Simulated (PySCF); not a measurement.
## Computed structure and properties of WOF3

System: WOF3 (doublet); start: displaced along the imaginary mode (C1). Method: PySCF 2.14.0, UKS r2SCAN, W def2-SVP with ECP60, O def2-SVP, F def2-SVP; non-relativistic Hamiltonian with scalar-relativistic core potentials where named; density fitting; no spin-orbit coupling.

Input of the relaxation:

```python
mol = gto.M(atom='''
W      0.07556    -0.00038     0.03659
O      0.92289     1.18594     0.90373
F     -1.34174    -0.94673     0.89119
F      1.05716    -1.08560    -1.13587
F     -1.22403     1.03760    -0.87048''',
    basis={'W': 'def2-SVP', 'O': 'def2-SVP', 'F': 'def2-SVP'},
    ecp={'W': 'def2-SVP'},
    charge=0, spin=1)
mf = dft.UKS(mol, xc='R2SCAN')
mf.grids.atom_grid = (50, 194)
mf = mf.density_fit()  # fitting sets: W def2-universal-JKFIT, O def2-universal-JKFIT, F def2-universal-JKFIT
mf.conv_tol = 1e-08; mf.max_cycle = 55
mf.kernel(dm0)  # dm0: converged density of the start geometry
# quasi-Newton relaxation in Cartesian coordinates to a largest gradient under 0.00045 Eh/bohr, steps kept in the point group
```

Run from Python with OMP_NUM_THREADS=2; the lines above give its settings. Where DIIS fails, smearing, a level shift and second-order steps follow.
It took 67 s on 2 threads of Arm Neoverse V1, on a shared host, from the converged density of the start.

Course of the relaxation:

| step | energy above end (eV) | largest force component within the symmetry (eV/Å) |
| --- | --- | --- |
| 0 | 0.1486 | 0.655 |
| 1 | 0.0963 | 0.393 |
| 2 | 0.0601 | 0.269 |
| 3 | 0.0540 | 0.099 |
| 4 | 0.0497 | 0.168 |
| 5 | 0.0438 | 0.349 |
| 6 | 0.0381 | 0.455 |
| 7 | 0.0286 | 0.281 |
| 10 | 0.0030 | 0.092 |
| 11 | 0.0015 | 0.088 |
| 12 | 0.0006 | 0.094 |
| 13 | 0.0001 | 0.051 |
| 14 | 0.0000 | 0.027 |
| 15 | 0.0000 | 0.008 |
(The steps between are left out.)

Relaxed geometry (Cs):

```xyz
5

W    -0.0462    0.0947   -0.0511
O     1.0524    1.1701    0.6783
F    -1.2526   -1.1575    0.6737
F     1.0881   -1.1689   -0.7959
F    -1.3519    1.2524   -0.6797
```

```
  contact      Å
W1–O2 (O)  1.702
W1–F3 (F)  1.884
W1–F4 (F)  1.854
W1–F5 (F)  1.855
```

On the finer grid (75, 302):

| Quantity | Value |
| --- | --- |
| HOMO | -6.13 eV |
| LUMO | -4.22 eV |
| Dipole about the centre of mass | 0.69 D |
| Spin squared | 0.753 |
| Set of Mulliken populations of W1 outside the core potential | s 2.48, p 6.31, d 3.73, f 0.21 |
| D3(BJ) dispersion energy (not in the energies) | -0.020 eV |

| atom | Mulliken (e) | Löwdin (e) | spin (e) |
| --- | --- | --- | --- |
| W1 | 1.26 | 0.48 | 0.94 |
| O2 | -0.32 | -0.11 | 0.01 |
| F3 | -0.33 | -0.15 | 0.02 |
| F4 | -0.31 | -0.11 | 0.01 |
| F5 | -0.31 | -0.11 | 0.01 |

No frequency check is given here.

Rigid scan of O along the line from its metal, all other atoms held (where the atom bridges, its other bond changes as well):

| distance to O2 (Å) | energy (eV) |
| --- | --- |
| 1.40 | 4.532 |
| 1.50 | 1.664 |
| 1.60 | 0.346 |
| 1.70 | 0.000 |
| 1.80 | 0.244 |
| 1.90 | 0.832 |
| 2.00 | 1.600 |
| 2.15 | 2.877 |

Taking off one F (charge -1, singlet; the rest: doublet) in vacuum, both parts rigid, costs 13.11 eV; the small basis without counterpoise inflates it. Most of it is the attraction of opposite charges; other ways to part are cheaper, and one spin state was tried for the rest.

Rigid scan of F along the line from its metal, all other atoms held (where the atom bridges, its other bond changes as well):

(distance to F3 (Å), energy (eV)): (1.58, 2.265), (1.68, 0.833), (1.78, 0.172), (1.88, 0.000), (1.98, 0.120), (2.08, 0.416), (2.28, 1.246), (2.58, 2.580), (2.98, 3.977), (3.48, 5.072)

One start shape was tried, so this needn't be the lowest isomer.

Open shells may have lower solutions than the one found.
